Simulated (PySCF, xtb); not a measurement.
BiF₂, SMILES [F][Bi+][F] (connectivity only; charge and spin as stated), charge +1, multiplicity 1.

GFN2-xTB run with xtb at its own geometry gives an orbital gap of 2.59 eV.

Geometry: PBE0-D3(BJ)/def2-TZVP. The spin state was assumed, not searched. The isomer is the one that the SMILES or the coordinates give; other isomers of the formula were not compared. The def2 effective core potentials stand for the cores of Bi; spin–orbit coupling is left out.

What does ωB97X/def2-TZVPD (PySCF) give? (The exact figures need the calculation; the answer reports its results.)

gap 10.83 eV (levels -19.44 and -8.62 eV).
